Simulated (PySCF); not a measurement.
Diagnose this run.

A geometry optimisation on ZrBr4, SMILES `[Br][Zr]([Br])([Br])[Br]` (singlet state). Level of theory: PBE0-D3(BJ)/def2-SVP geometry optimisation, gas phase, def2 core potentials past Kr in PySCF.

Driver input (Å, GFN2-xTB start):

```
{"job": {"xc": "PBE0", "basis": "def2-SVP", "d3": "d3bj", "grid": 1, "maxiter": 40, "shake": 0.03, "kind": "geom"}, "charge": 0, "multiplicity": 1}
Zr     0.0614    -0.0765     0.0126
Br    -0.0068    -0.0294     2.4780
Br     2.2784     0.0032    -0.8640
Br    -1.0793     2.0382    -0.8218
Br    -1.1787    -2.0460    -0.8669
```

Output:

```
step   0  E = -10341.54639567  max force = 0.035923
step   1  E = -10341.54991777  max force = 0.009115
step   2  E = -10341.55025814  max force = 0.002211
step   3  E = -10341.55020289  max force = 0.003283
step   4  E = -10341.55022340  max force = 0.001889
step   5  E = -10341.55024849  max force = 0.001087
step   6  E = -10341.55025773  max force = 0.000705
step   7  E = -10341.55025781  max force = 0.000652
step   8  E = -10341.55025714  max force = 0.000622
step   9  E = -10341.55025668  max force = 0.000606
step  10  E = -10341.55025642  max force = 0.000598
step  11  E = -10341.55025628  max force = 0.000593
step  12  E = -10341.55025621  max force = 0.000592
step  13  E = -10341.55025614  max force = 0.000589
step  14  E = -10341.55025606  max force = 0.000587
step  15  E = -10341.55025598  max force = 0.000586
step  16  E = -10341.55025590  max force = 0.000583
step  17  E = -10341.55025582  max force = 0.000580
step  18  E = -10341.55025574  max force = 0.000579
step  19  E = -10341.55025565  max force = 0.000576
step  20  E = -10341.55025557  max force = 0.000574
step  21  E = -10341.55025548  max force = 0.000572
step  22  E = -10341.55025539  max force = 0.000570
step  23  E = -10341.55025531  max force = 0.000568
step  24  E = -10341.55025522  max force = 0.000565
step  25  E = -10341.55025512  max force = 0.000563
step  26  E = -10341.55025504  max force = 0.000561
step  27  E = -10341.55025494  max force = 0.000558
step  28  E = -10341.55025485  max force = 0.000555
step  29  E = -10341.55025476  max force = 0.000554
step  30  E = -10341.55025466  max force = 0.000551
step  31  E = -10341.55025457  max force = 0.000549
step  32  E = -10341.55025447  max force = 0.000547
step  33  E = -10341.55025437  max force = 0.000544
step  34  E = -10341.55025428  max force = 0.000541
step  35  E = -10341.55025418  max force = 0.000540
step  36  E = -10341.55025409  max force = 0.000538
step  37  E = -10341.55025399  max force = 0.000535
step  38  E = -10341.55025389  max force = 0.000532
step  39  E = -10341.55025380  max force = 0.000530
step  40  E = -10341.55025370  max force = 0.000527
optimisation not converged
```

Energies are in Eh and forces in Eh/bohr.

Question: Which diagnosis fits best?
A. step limit reached with the energy nearly constant
B. step limit reached with the energy going up and down
C. step limit reached while the energy was still falling

Answer: A. After 41 gradient evaluations the largest force component was 0.00053 Eh/bohr against a threshold of 0.00045, and over the last 5 steps the energy changed by 0.000 kcal/mol in all, within a range of 0.000 kcal/mol, the last step by 0.000 kcal/mol. The energy rose in 1 of the 40 steps.

Q: What would you do next?

A: Restart from the last geometry, if need be with a computed Hessian or a finer grid, and confirm the end point by frequencies.

Time: 29 min; peak memory 0.93 GiB. Hardware: Intel Xeon at 2.50 GHz, one thread, shared host.
